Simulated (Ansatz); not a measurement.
C₃H₇FSi, SMILES `C[C@@H]1C[Si@@H]1F` at its PBE0-D4/def2-TZVP geometry, where that method's forces vanish. Charge 0, multiplicity 1.

```xyz
12

C    -1.3274   -0.7396   -0.3115
C     0.1038   -0.3037   -0.5058
C     1.0153   -0.2403    0.7791
Si    0.7426    1.3507   -0.0644
F    -0.2432    2.4142    0.6060
H    -1.9187   -0.5673   -1.2138
H    -1.8074   -0.1884    0.5016
H    -1.3863   -1.8052   -0.0664
H     0.5963   -0.7955   -1.3434
H     1.9636   -0.7670    0.7371
H     0.4799   -0.4264    1.7074
H     1.7816    2.0685   -0.8259
```

Q: What forces (eV/Å) does r2SCAN-D4/def2-TZVPP give on these atoms in the Gaussian-basis code of Ansatz? (An estimate is asked.)

A: Ansatz gave: 
```
C1  -0.117 -0.030  0.011
C2   0.018  0.007 -0.170
C3   0.107 -0.018  0.146
Si4  0.052  0.051 -0.041
F5  -0.045  0.024  0.031
H6   0.004 -0.006  0.015
H7   0.009 -0.005 -0.006
H8  -0.005  0.006  0.003
H9  -0.005 -0.011  0.008
H10 -0.016  0.000  0.005
H11  0.003 -0.002 -0.012
H12 -0.005 -0.017  0.011
```
